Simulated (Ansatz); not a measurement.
CH7AsOSi can be A, `O[SiH2]C[AsH2]`, or B, `OC[SiH2][AsH2]`.

Isolated molecules relaxed with PBE0-D4/def2-TZVP in Ansatz; ΔE leaves out vibrations. CCSD(T)/CBS is the MP2 limit (def2-TZVPP, def2-QZVPP) plus CCSD(T) − MP2 in def2-TZVPP, frozen cores. Functionals use def2-TZVPP. B3LYP here is the variant with VWN-RPA as its local correlation; programs differ in this. For As outer-core shells are correlated without core-valence functions, which leaves a few kJ/mol of doubt a bond. Scalar relativity is left out up to krypton. Each species was taken in one conformer, which may not be the lowest.

A:

```xyz
11

O    -0.704   -2.223    0.648
Si   -0.152   -0.666    0.688
C     0.003    0.128   -0.987
As    0.784    1.945   -0.872
H    -1.635   -2.363    0.474
H     1.188   -0.746    1.316
H    -1.059    0.184    1.511
H     0.647   -0.453   -1.652
H    -0.965    0.235   -1.485
H     1.946    1.558    0.038
H    -0.052    2.401    0.321
```

B:

```xyz
11

O    -0.502    0.622   -1.577
C    -1.029    0.454   -0.273
Si   -0.082   -0.937    0.590
As    2.242   -0.553    0.752
H    -0.978    1.332   -2.014
H    -0.936    1.370    0.329
H    -2.096    0.187   -0.294
H    -0.291   -2.216   -0.140
H    -0.634   -1.078    1.966
H     2.018    0.838    1.333
H     2.287   -0.018   -0.672
```

**Question.** Which isomer does CCSD(T)/CBS put lower? Give the gap. (An estimate is asked.)

**Answer.** The calculation gave: A, by 150.5 kJ/mol.

**Question.** Give E(B) − E(A) in kJ/mol with CCSD(T)/def2-TZVPP, PBE0-D4, MP2/def2-TZVPP, B3LYP-D4, ωB97M-V, B2PLYP, PBE-D4. (Estimate.)

**Answer.** Computed: CCSD(T)/def2-TZVPP 151.0, PBE0-D4 134.5, MP2/def2-TZVPP 161.0, B3LYP-D4 141.6, ωB97M-V 146.4, B2PLYP 149.1, PBE-D4 129.2. None reverses the order clearly.

Largest T1 diagnostic: 0.011.

From PBE to PBE0 (25 % exact exchange), in def2-TZVPP and without D4, E(B) − E(A) moves by +5.5 kJ/mol.
